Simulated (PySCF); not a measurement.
C5H7F, SMILES CC1=CC[C@@H]1F.

Geometry: PBE-D3(BJ)/def2-SVP. The structure was generated by enumeration; whether it is a known compound was not checked.

Two levels are set side by side: PBE/def2-TZVP (PySCF) and r2SCAN/def2-TZVP (PySCF). Same geometry, gas phase. Differences are taken from unrounded values.

```
quantity                     r2SCAN    PBE  PBE minus r2SCAN
---------------------------  ------  -----  ----------------
orbital gap (eV)               5.52   5.11             -0.41
highest occupied level (eV)   -6.30  -6.12              0.18
lowest empty level (eV)       -0.78  -1.01             -0.24
dipole moment (D)              1.78   1.71             -0.07
mean polarisability (bohr³)    59.9   60.9               1.0
```

Rough cost on one machine, each run with all the roots and properties that it gave: r2SCAN against PBE about 4 times.
